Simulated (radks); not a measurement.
The mean radii <r> (bohr) of the occupied orbitals of an atom or ion are listed with their occupations. Calculated with a radial shooting solver on a logarithmic mesh with Libxc functionals: Dirac Kohn-Sham, LDA (Slater exchange, Perdew-Wang correlation), spin-unpolarised, spherical densities, finite nucleus; Fermi nuclear charge, rms radius of each element as measured or else 0.836 A^(1/3) + 0.57 fm.

| orbital | occ. | <r> |
|---|---|---|
| 1s1/2 | 2 | 0.1771 |
| 2s1/2 | 2 | 0.9224 |
| 2p1/2 | 1 | 0.8946 |
| 2p3/2 | 2 | 0.8960 |

Name the element and its charge. Open shells, if any, are shared by 2j + 1.

Answer. Z = 9, fluorine, charge +2: F2+ in [He] 2s2 2p3. The 1s radius gives Z: for a bare nucleus <r> = (2 gamma + 1)/(2Z) with gamma = sqrt(1 - (Z/c)^2), 0.1664 bohr for Z = 9, and screening makes it slightly larger (0.1771 here). The occupations add up to 7, and the charge is Z minus that.
